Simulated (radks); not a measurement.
Results of a calculation; reference values are marked as such.
Q: Species: the platinum ion Pt3+. Configuration: [Xe] 4f14 5d7 (the NIST ground configuration). Code: a radial shooting solver on a logarithmic mesh with Libxc functionals. Model: Dirac Kohn-Sham, Slater X-alpha with alpha = 0.992, spin-unpolarised, spherical densities, point nucleus; open shells are shared between the two j in proportion to 2j + 1.

Spin-orbit splittings of the eigenvalues, e(l+1/2) - e(l-1/2), with zeta = 2 splitting/(2l+1) and mean radii in bohr:

shell  occ.  splitting (eV)  zeta (eV)  <r> j=l-1/2  <r> j=l+1/2
2p        6            1748       1165      0.05884      0.06726
3p        6           385.9      257.2       0.1758       0.1913
3d       10           83.69      33.47       0.1665       0.1712
4p        6           92.48      61.65       0.4146       0.4482
4d       10           17.38      6.950       0.4565       0.4676
4f       14           3.672      1.049       0.4995       0.5064
5p        6           16.05      10.70        1.008        1.098
5d        7               ?          ?        1.394        1.434

Estimate the 5d splitting.

A: 1.853 eV (zeta = 0.7411 eV).
